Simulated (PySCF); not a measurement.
SMILES c1coc(Oc2ccc[se]2)c1 (GFN2-xTB optimised geometry):

```
17

C      3.123    -1.743     0.000
C      2.975    -0.396     0.000
O      1.657    -0.070     0.000
C      0.972    -1.227     0.000
O     -0.365    -1.227     0.000
C     -1.062    -0.061     0.000
C     -2.425    -0.033     0.000
C     -2.980     1.268     0.000
C     -2.079     2.280     0.000
Se    -0.325     1.666     0.000
C      1.818    -2.299     0.000
H      4.044    -2.288     0.000
H      3.672     0.417     0.000
H     -3.017    -0.932     0.000
H     -4.044     1.431     0.000
H     -2.300     3.331     0.000
H      1.541    -3.331     0.000
```

Calculation: CAM-B3LYP/def2-SVP in PySCF.

Question: What are the frontier orbital energies and the dipole moment?

Answer: HOMO-2 -8.30 eV, HOMO-1 -8.04 eV, HOMO -6.93 eV, LUMO 0.78 eV, LUMO+1 1.81 eV; dipole moment 0.97 D.

Meta-Löwdin charges at CAM-B3LYP/def2-SVP: C1 -0.14, C2 0.02, O3 -0.26, C4 0.36, O5 -0.27, C6 0.05, C7 -0.17, C8 -0.12, C9 -0.28, Se10 0.30, C11 -0.21, H12 0.12, H13 0.13, H14 0.12, H15 0.11, H16 0.12, H17 0.13.
